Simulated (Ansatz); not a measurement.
Z-matrix (Å, degrees):
```
Mo
Cl 1 2.287
O 1 1.833 2 154.7
F 1 1.858 2 84.6 3 -73.0
O 1 1.644 2 102.5 3 177.9
Cl 1 2.303 2 85.9 3 70.5
C 3 1.399 1 136.9 2 10.0
H 7 1.091 3 108.6 1 -179.5
H 7 1.094 3 110.4 1 -58.8
H 7 1.097 3 108.6 1 61.0
```

Charge 0, multiplicity 1. Mo takes the def2 core potential.

(1) List the ωB97M-V/def2-TZVPP orbital energies in eV (Ansatz). (Estimate.)

## Answers

(1) Computed: Occupied: -2772.16, -2771.99, -677.83, -528.64, -528.18, -283.82, -262.55, -262.39, -200.01, -199.92, -199.90, -199.84, -199.75, -199.74, -78.68, -51.66, -51.16, -51.13, -35.48, -32.41, -30.15, -25.69, -25.39, -22.89, -17.65, -17.11, -17.00, -16.72, -16.30, -15.51, -15.27, -14.96, -14.18, -13.53, -13.28, -12.81, -12.25, -12.02, -11.74, -11.54, -10.98. Lowest empty: -2.37, -0.91, -0.69, 0.56, 0.88, 1.57, 1.79, 2.12.
